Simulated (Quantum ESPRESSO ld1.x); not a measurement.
Question: All-electron atom: Yb7+ in [Kr] 4d10 4f12 5s2 5p3. All-electron calculation, scalar-relativistic Kohn-Sham, PBE, spin-unpolarised, spherical densities, point nucleus. Program: ld1.x of Quantum ESPRESSO 7.5. Some entries of the table are withheld. Estimate them.

orbital,occ.,eigenvalue (Ry),<r^2> (bohr^2)
1s,2,-4509.87,0.0005297
2s,2,-771.002,(1)
2p,6,-680.438,0.006714
3s,2,-180.243,0.05367
3p,6,-152.948,0.05419
3d,10,-119.740,0.04509
4s,2,-42.0973,0.2678
4p,6,-33.1212,(2)
4d,10,-21.3024,0.3582
5s,2,-11.4079,1.405
5p,3,-9.03484,1.781
4f,12,-8.24097,0.5599

Answer: 
(1) 2s <r^2> (bohr^2): 0.008208
(2) 4p <r^2> (bohr^2): 0.3038
